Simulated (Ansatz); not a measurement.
Born–Oppenheimer molecular dynamics of H₅O₃Si (9 atoms, charge 1, multiplicity 1). It starts from a relaxed structure.

Theory: Ansatz 0.2.0, RKS B3LYP-D4/STO-3G.

```
ensemble        : NVT, Nosé–Hoover chain
time step       : 0.25 fs
steps asked     : 300
set temperature : 300 K
thermostat      : time constant 100 fs, chain length 3 (defaults)
seed            : 805105
```

First frame:

```xyz
9
Properties=species:S:1:pos:R:3
O -0.140 0.505 -1.521
Si 0.134 0.621 0.123
O 1.637 0.103 0.617
O -0.889 -0.878 0.593
H -0.703 1.295 -1.829
H -0.450 1.613 1.002
H 2.127 -0.289 -0.187
H -1.143 -1.509 -0.158
H -0.571 -1.461 1.359
```

(1) What does the run give?

(2) What happens to the structure?

(3) How do temperature and energy run in time?

## Answers

(1) All steps were run.

| Quantity | Value |
| --- | --- |
| steps done | 300 |
| time covered | 75 fs |
| mean temperature over the second half | 160 K |
| spread of the potential energy over the second half | 3.3 meV per atom |
| mean potential energy of the second half above the start | 16.7 meV per atom |

The conserved energy stayed within 0.093 meV per atom of its start (net change 0.052 meV per atom), so the integration is sound. The mean temperature of the second half is 47 % below the set value. A run of 0.075 ps of so small a system gives no equilibrium averages. Limits of this set-up: minimal basis, the dipole of an ion depends on the origin.

(2) The same pairs are bonded in the first frame and the last. Pairs count as bonded within 1.25 times the sum of covalent radii (0.12 Å more for H–H). This is one draw of velocities; another would differ in detail.

(3) 
```json
{"time (fs)": "0.0", "T (K)": "300", "potential energy less start (eV)": "0.000", "conserved less start (meV/atom)": "0.00"}
{"time (fs)": "2.5", "T (K)": "137", "potential energy less start (eV)": "0.148", "conserved less start (meV/atom)": "0.09"}
{"time (fs)": "5.0", "T (K)": "172", "potential energy less start (eV)": "0.116", "conserved less start (meV/atom)": "0.02"}
{"time (fs)": "7.5", "T (K)": "137", "potential energy less start (eV)": "0.148", "conserved less start (meV/atom)": "0.06"}
{"time (fs)": "10.0", "T (K)": "134", "potential energy less start (eV)": "0.151", "conserved less start (meV/atom)": "0.06"}
{"time (fs)": "12.5", "T (K)": "131", "potential energy less start (eV)": "0.154", "conserved less start (meV/atom)": "0.04"}
{"time (fs)": "15.0", "T (K)": "99", "potential energy less start (eV)": "0.184", "conserved less start (meV/atom)": "0.08"}
{"time (fs)": "17.5", "T (K)": "214", "potential energy less start (eV)": "0.080", "conserved less start (meV/atom)": "0.01"}
{"time (fs)": "20.0", "T (K)": "115", "potential energy less start (eV)": "0.171", "conserved less start (meV/atom)": "0.07"}
{"time (fs)": "22.5", "T (K)": "137", "potential energy less start (eV)": "0.151", "conserved less start (meV/atom)": "0.03"}
{"time (fs)": "25.0", "T (K)": "140", "potential energy less start (eV)": "0.149", "conserved less start (meV/atom)": "0.06"}
{"time (fs)": "27.5", "T (K)": "177", "potential energy less start (eV)": "0.116", "conserved less start (meV/atom)": "0.05"}
{"time (fs)": "30.0", "T (K)": "139", "potential energy less start (eV)": "0.152", "conserved less start (meV/atom)": "0.05"}
{"time (fs)": "32.5", "T (K)": "132", "potential energy less start (eV)": "0.159", "conserved less start (meV/atom)": "0.06"}
{"time (fs)": "35.0", "T (K)": "198", "potential energy less start (eV)": "0.100", "conserved less start (meV/atom)": "0.03"}
{"time (fs)": "37.5", "T (K)": "154", "potential energy less start (eV)": "0.143", "conserved less start (meV/atom)": "0.06"}
{"time (fs)": "40.0", "T (K)": "149", "potential energy less start (eV)": "0.148", "conserved less start (meV/atom)": "0.04"}
{"time (fs)": "42.5", "T (K)": "127", "potential energy less start (eV)": "0.170", "conserved less start (meV/atom)": "0.07"}
{"time (fs)": "45.0", "T (K)": "192", "potential energy less start (eV)": "0.112", "conserved less start (meV/atom)": "0.03"}
{"time (fs)": "47.5", "T (K)": "109", "potential energy less start (eV)": "0.189", "conserved less start (meV/atom)": "0.07"}
{"time (fs)": "50.0", "T (K)": "138", "potential energy less start (eV)": "0.164", "conserved less start (meV/atom)": "0.05"}
{"time (fs)": "52.5", "T (K)": "174", "potential energy less start (eV)": "0.133", "conserved less start (meV/atom)": "0.05"}
{"time (fs)": "55.0", "T (K)": "188", "potential energy less start (eV)": "0.123", "conserved less start (meV/atom)": "0.06"}
{"time (fs)": "57.5", "T (K)": "181", "potential energy less start (eV)": "0.132", "conserved less start (meV/atom)": "0.04"}
{"time (fs)": "60.0", "T (K)": "113", "potential energy less start (eV)": "0.196", "conserved less start (meV/atom)": "0.08"}
{"time (fs)": "62.5", "T (K)": "227", "potential energy less start (eV)": "0.095", "conserved less start (meV/atom)": "0.02"}
{"time (fs)": "65.0", "T (K)": "119", "potential energy less start (eV)": "0.195", "conserved less start (meV/atom)": "0.09"}
{"time (fs)": "67.5", "T (K)": "183", "potential energy less start (eV)": "0.139", "conserved less start (meV/atom)": "0.03"}
{"time (fs)": "70.0", "T (K)": "172", "potential energy less start (eV)": "0.152", "conserved less start (meV/atom)": "0.07"}
{"time (fs)": "72.5", "T (K)": "191", "potential energy less start (eV)": "0.139", "conserved less start (meV/atom)": "0.06"}
{"time (fs)": "75.0", "T (K)": "163", "potential energy less start (eV)": "0.167", "conserved less start (meV/atom)": "0.05"}
```

Run time: 4.1 min on 1 thread of Arm Neoverse V2 (shared host), peak memory 0.077 GiB.
